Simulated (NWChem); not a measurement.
System: SrCl₂; SMILES [Cl][Sr][Cl]

All runs: NWChem. The geometry was optimised at PBE0/def2-SVP (def2 core potentials past Kr). Level: PBE0/Sadlej pVTZ, non-relativistic; rows give the wavelength of the field.

```json
[
 {"field": "static", "isotropic polarisability (bohr³)": "60.4", "anisotropy (bohr³)": "28.2"},
 {"field": "1065 nm", "isotropic polarisability (bohr³)": "61.3", "anisotropy (bohr³)": "28.6"},
 {"field": "589 nm", "isotropic polarisability (bohr³)": "…", "anisotropy (bohr³)": "…"}
]
```

**Question.** Complete the blanks.

**Answer.** 
- 589 nm, isotropic polarisability (bohr³): 63.3
- 589 nm, anisotropy (bohr³): 29.5
